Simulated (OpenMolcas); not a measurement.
# Ne VI: the spin-orbit constant, worked from levels

```yaml
Program: OpenMolcas
Basis: ANO-RCC-VTZP [4s3p2d1f]
Scalar_Hamiltonian: DKH2, point nucleus
Active_space: 3 electrons in 4 orbitals (2s 2p)
State_averaging: 2S+1 = 4 odd, 1 root; 2S+1 = 2 odd, 8 roots (3 in the spin-orbit step); 2S+1 = 4 even, 3 roots; 2S+1 = 2 even, 9 roots
Spin-orbit_coupling: state interaction with AMFI integrals over the reference wave functions, term energies averaged over their components
```

Methods: CASSCF; SS-CASPT2, IPEA 0.25 Eh, imaginary shift 0.1 Eh (closed shells correlated: 1s). Measured levels: NIST levels in Podobedova, Fuhr, Reader and Wiese, J. Phys. Chem. Ref. Data 33, 525 (2004).

**The spin-orbit constant.** For the Hund term ²P° of p1, E(J) = (A/2) J(J+1) + constant and ζ = 2S·A = A. From J = 1/2 to J = 3/2 the energy changes by 1.5 A.

```tsv
Source	E(3/2) - E(1/2)	A	ζ
CASSCF	1240.8	827.2	827
SS-CASPT2	1240.8	827.2	827
measured	1310.0	873.3	873
```

All in cm-1. SS-CASPT2 is off by -5.3 % and CASSCF by -5.3 %. Both methods take the spin-orbit matrix elements from the reference wave functions, so the second can move ζ only through the term energies and any multistate remixing.

Computed and measured levels are paired by configuration, term and J; levels that our copy of the source lacks, or whose pairing is in doubt (as where it misses far off the trend of its configuration), stay unpaired and out of the deviations. Levels of configurations outside the active space are missing.

° marks odd parity.
